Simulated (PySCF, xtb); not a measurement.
chloro(fluoromethyl)silane (CH4ClFSi), SMILES [SiH2](Cl)CF.

GFN2-xTB (xtb) at its own geometry gives an orbital gap of 5.69 eV and a dipole moment of 2.64 D.

Geometry optimised at ωB97X-D3(BJ)/def2-SVP. Other conformers were not sampled.

Task: What does PBE/def2-TZVP run with PySCF give? (The exact figures need the calculation; the answer reports its results.)

Result: gap 6.34 eV (levels -7.21 and -0.87 eV), dipole 2.10 D.
